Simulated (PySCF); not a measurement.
BFHN (calculated)

Calculation on a computer-drawn molecule: vertical ionisation energy to the stated ion spin, frozen-core CCSD(T) at the basis limit and cheaper methods, single-reference cases, UHF for radicals, no spin-orbit; all values are single points at the evaluated structure, the first of each entry, which is the reference or a displaced copy of it and isn't optimised; the reference structure only sets the zero of the energies above reference; triples share is (T) over the correlation energy. Program: PySCF 2.14.0.

Common to all runs: charge 0; multiplicity 1; ion multiplicity 2; diffuse functions no; basis cc-pVnZ; reference is the Hartree-Fock double-zeta minimum; best is HF at quadruple zeta + MP2 correlation extrapolated from triple and quadruple zeta + CCSD(T) minus MP2 at triple zeta; basis step is the size of the change from the same recipe one zeta lower.

(1) 
```xyz
4
formula=BFHN
N     -0.0007    -0.3361     0.2135
B     -0.8771    -0.1082    -0.5080
F     -1.9296     0.0241    -1.3301
H      1.0351    -0.5388     0.9478
```

Reference structure:
```xyz
4
BFHN
N      0.0500    -0.3300     0.2233
B     -0.9055    -0.1195    -0.5101
F     -1.9174     0.1034    -1.2869
H      0.8184    -0.4994     0.8132
```

Drawn bonds:
| atom | other atom | order |
| --- | --- | --- |
| 1 | 2 | 2 |
| 2 | 3 | 1 |
| 1 | 4 | 1 |

(2) 
```xyz
4
formula=BFHN
N      0.1667    -0.3092     0.1865
B     -0.7270    -0.0601    -0.3525
F     -1.9436     0.1830    -1.2397
H      0.9042    -0.3527     0.8638
```

Reference structure:
```xyz
4
BFHN
N      0.0500    -0.3300     0.2233
B     -0.9055    -0.1195    -0.5101
F     -1.9174     0.1034    -1.2869
H      0.8184    -0.4994     0.8132
```

Drawn bonds:
| atom | other atom | order |
| --- | --- | --- |
| 1 | 2 | 2 |
| 2 | 3 | 1 |
| 1 | 4 | 1 |

Questions
1. Estimate the ionisation energy Koopmans at triple zeta of BFHN (entry 1).
2. Give the table of triple zeta values for BFHN (entry 1).
3. BFHN (entry 2): ionisation energy best?
4. BFHN (entry 2): energy above reference best?
5. Give the missing triples share at triple zeta for BFHN (entry 2).

Answers
1. 12.16 eV
2. 
Triple zeta:
| method | ionisation energy (eV) | energy above reference (kcal/mol) |
| --- | --- | --- |
| HF | 10.01 | 43.4 |
| PBE | 11.41 | 36.8 |
| r2SCAN | 11.31 | 38.92 |
| B3LYP | 11.49 | 38.15 |
| wB97X | 11.43 | 39.04 |
| MP2 | 11.71 | 39.95 |
| CCSD | 11.43 | 39.65 |
| CCSD(T) | 11.52 | 39.3 |
3. 13.06 eV
4. 56.23 kcal/mol
5. 0.03513

Further results for BFHN (entry 1):

| Quantity | Value |
| --- | --- |
| ionisation energy best | 11.73 eV |
| ionisation energy basis step | 0.07549 eV |
| energy above reference best | 38.71 kcal/mol |
| energy above reference basis step | 0.1869 kcal/mol |
| ionisation energy EOM CCSD at triple zeta | 11.53 eV |
| total energy HF triple zeta | -179.2072 hartree |
| total energy CCSD(T) triple zeta | -179.7811 hartree |
| total energy best | -179.8729 hartree |
| T1 diagnostic at triple zeta | 0.01263 |
| D1 diagnostic at triple zeta | 0.03015 |
| ion T1 diagnostic at triple zeta | 0.02018 |
| ion D1 diagnostic at triple zeta | 0.08405 |
| ion spin squared at triple zeta | 0.7639 |
| triples share at triple zeta | 0.0369 |
| basis functions triple zeta | 104 |
| dipole magnitude HF at triple zeta | 1.692 debye |
| dipole magnitude CCSD unrelaxed at triple zeta | 1.689 debye |
| dipole magnitude PBE at triple zeta | 1.567 debye |
| dipole magnitude r2SCAN at triple zeta | 1.57 debye |
| dipole magnitude B3LYP at triple zeta | 1.629 debye |
| dipole magnitude wB97X at triple zeta | 1.591 debye |

Further results for BFHN (entry 2):

| Property | Result |
| --- | --- |
| ionisation energy basis step | 0.09774 eV |
| energy above reference basis step | 0.2977 kcal/mol |
| ionisation energy Koopmans at triple zeta | 13.54 eV |
| ionisation energy EOM CCSD at triple zeta | 12.91 eV |
| total energy HF triple zeta | -179.1855 hartree |
| total energy CCSD(T) triple zeta | -179.7518 hartree |
| total energy best | -179.8450 hartree |
| T1 diagnostic at triple zeta | 0.01248 |
| D1 diagnostic at triple zeta | 0.02921 |
| ion T1 diagnostic at triple zeta | 0.03223 |
| ion D1 diagnostic at triple zeta | 0.1627 |
| ion spin squared at triple zeta | 0.7565 |
| basis functions triple zeta | 104 |
| dipole magnitude HF at triple zeta | 2.379 debye |
| dipole magnitude CCSD unrelaxed at triple zeta | 2.266 debye |
| dipole magnitude PBE at triple zeta | 2.126 debye |
| dipole magnitude r2SCAN at triple zeta | 2.153 debye |
| dipole magnitude B3LYP at triple zeta | 2.225 debye |
| dipole magnitude wB97X at triple zeta | 2.219 debye |

Triple zeta:
| method | ionisation energy (eV) | energy above reference (kcal/mol) |
| --- | --- | --- |
| HF | 11.57 | 57 |
| PBE | 12.44 | 55.95 |
| r2SCAN | 12.51 | 56.64 |
| B3LYP | 12.73 | 54.91 |
| wB97X | 12.79 | 55.1 |
| MP2 | 13.08 | 57.98 |
| CCSD | 12.82 | 57.2 |
| CCSD(T) | 12.86 | 57.66 |
